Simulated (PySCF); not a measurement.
A series of related molecules

Method: PySCF 2.14.0, TDDFT B3LYP/aug-cc-pVDZ circular dichroism and optical rotation, one conformer, gas phase. Geometry: GFN2-xTB.

Each molecule in one low-energy conformer. The parent is C=C1C[C@@H](Cl)[C@@H]1C#N.

Task: How does the specific rotation at 589.3 nm (origin-invariant length gauge) change along this series?
- C=C1C[C@@H](Cl)[C@@H]1C#N (base)
- C=C1C[C@H](Cl)[C@@H]1C#N (diastereomer)

Result: 
| molecule | [α]589 (deg dm⁻¹ (g/mL)⁻¹) | S1 (eV) | R(S1), velocity form (10⁻⁴⁰ esu² cm²) |
| --- | --- | --- | --- |
| C=C1C[C@@H](Cl)[C@@H]1C#N | -29.8 | 6.23 | +37.3 |
| C=C1C[C@H](Cl)[C@@H]1C#N | +115.2 | 6.21 | +25.4 |

The specific rotation at 589.3 nm (origin-invariant length gauge) is lowest for C=C1C[C@@H](Cl)[C@@H]1C#N and highest for C=C1C[C@H](Cl)[C@@H]1C#N.
